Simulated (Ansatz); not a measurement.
Mean bond length (Å) of eight silicon and germanium compounds: PBE-D3(BJ) beside r2SCAN-D4, computed with Ansatz (an electronic-structure program) for isolated molecules in the bases named; differences from unrounded values. The eight are the first of their class met in an unordered collection, after screening for sound electronic states; none was chosen by its value. Each level has its own optimised geometry.

| molecule | basis | r2SCAN-D4 | PBE-D3(BJ) | difference |
|---|---|---|---|---|
| Si(F)3(NCO) (CF₃NOSi), SMILES F[Si](N=C=O)(F)F | def2-SVP | 1.471 | 1.483 | 0.011 |
| N-silylprop-2-yn-1-amine (C3H7NSi), SMILES C(CN[SiH3])#C | def2-SVP | 1.334 | 1.342 | 0.008 |
| Si(All)(Cl)2(F) (C₃H₅Cl₂FSi), SMILES C=CC[Si](F)(Cl)Cl | def2-SVP | 1.446 | 1.455 | 0.009 |
| C2H8O2Si, SMILES CO[Si@@H](C)O | def2-SVP | 1.306 | 1.316 | 0.009 |
| CH7FN2Si, SMILES F[Si@@H](N)NC | def2-SVP | 1.305 | 1.314 | 0.009 |
| C2H5F2NSi, SMILES C(/[SiH](F)F)=N\C | def2-SVP | 1.373 | 1.382 | 0.009 |
| Ge(H)(Cl)2(vinyl) (C2H4Cl2Ge), SMILES C=[CH][GeH]([Cl])[Cl] | def2-SVP | 1.551 | 1.562 | 0.011 |
| H₇NO₂Si₂, SMILES N[SiH2]O[SiH2]O | def2-SVP | 1.424 | 1.436 | 0.013 |

PBE-D3(BJ) lies below r2SCAN-D4 in 0 and above it in 8 of the eight; the mean signed difference is 0.010 and the largest 0.013 Å.
